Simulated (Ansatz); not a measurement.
One change: `CC[O][Hf]([Cl])([N](C)C)[N](C)C` becomes `C[N](C)[Hf]([Cl])([N](C)C)[N](C)C`.

Ansatz, PBE0-D4/def2-TZVP geometries, multiplicity 1. Each molecule was computed in one conformer, which needn't be the lowest.

Elements past krypton have def2 core potentials.

```csv
property,`CC[O][Hf]([Cl])([N](C)C)[N](C)C`
HOMO energy (ωB97M-V/def2-TZVPP) / eV,-8.59
size of the dipole moment (PBE/def2-TZVPP) / D,3.24
LUMO energy (PBE/def2-TZVPP) / eV,-0.71
HOMO energy (B3LYP/def2-TZVPP) / eV,-6.11
LUMO energy (B3LYP/def2-TZVPP) / eV,-0.04
LUMO energy (ωB97M-V/def2-TZVPP) / eV,1.42
```

(1) Give the same properties after the change, and the shifts. (Estimate.)

## Answers

(1) Ansatz gave: 
```json
{"property": "HOMO energy (ωB97M-V/def2-TZVPP) / eV", "`C[N](C)[Hf]([Cl])([N](C)C)[N](C)C`": "-8.65", "shift": "-0.06"}
{"property": "size of the dipole moment (PBE/def2-TZVPP) / D", "`C[N](C)[Hf]([Cl])([N](C)C)[N](C)C`": "2.89", "shift": "-0.35"}
{"property": "LUMO energy (PBE/def2-TZVPP) / eV", "`C[N](C)[Hf]([Cl])([N](C)C)[N](C)C`": "-0.69", "shift": "0.02"}
{"property": "HOMO energy (B3LYP/def2-TZVPP) / eV", "`C[N](C)[Hf]([Cl])([N](C)C)[N](C)C`": "-6.15", "shift": "-0.04"}
{"property": "LUMO energy (B3LYP/def2-TZVPP) / eV", "`C[N](C)[Hf]([Cl])([N](C)C)[N](C)C`": "-0.03", "shift": "0.01"}
{"property": "LUMO energy (ωB97M-V/def2-TZVPP) / eV", "`C[N](C)[Hf]([Cl])([N](C)C)[N](C)C`": "1.47", "shift": "0.05"}
```

Dipoles are sizes alone; their direction can turn.

B3LYP here is the variant with VWN-RPA as its local correlation; programs differ in this.
